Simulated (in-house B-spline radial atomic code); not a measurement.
## Ionising the indium ion In³⁺ with different functionals

Computed with a radial B-spline atomic code at the basis-set limit: four-component Dirac-Coulomb Hamiltonian, Fermi nucleus of rms radius 4.6156 fm, spin-restricted, spherical fractional occupations for the functionals, and exact exchange of hybrids averaged over the configuration. The ionisation energy is the difference of two self-consistent energies, [Kr] 4d10 → [Kr] 4d9, without Breit or QED terms; ε is the level of the shell that loses the electron (mean over j). The electron is taken from both j subshells in proportion to 2j + 1, so the result is a j average, not the step between ground levels.

| method | rung | ΔSCF (eV) | -ε(4d) (eV) |
| --- | --- | --- | --- |
| BHandHLYP | global hybrid | 56.04 | 52.71 |
| B97-1 | global hybrid | ? | ? |
| PBE0 | global hybrid | ? | ? |
| B3LYP | global hybrid | 56.35 | 49.91 |

Task: What does B97-1 give?

Result: ΔSCF 56.20 eV, and -ε(4d) = 49.86 eV.

Task: What does PBE0 give?

Result: ΔSCF 56.28 eV, and -ε(4d) = 50.36 eV.

Task: Among the functionals, which spreads more, the ΔSCF values or the orbital energies?

Result: The orbital energies: ΔSCF values span about 0.31 eV and the orbital energies 2.85 eV; here energy differences depend much less on the functional than eigenvalues do.

Task: How do they compare with the NIST value?

Result: NIST lists 55.45 eV ± 0.04 (measured, ground level to ground level). Errors run from +0.59 to +0.90 eV. The correlated functionals all miss on the same side by more than they spread, so the cause is common to them (Breit-QED terms, spin polarisation, the choice among j levels, multiplet and fine-structure energies, or a listed next ion that isn't the cheapest removal here) and closeness doesn't rank the functionals.
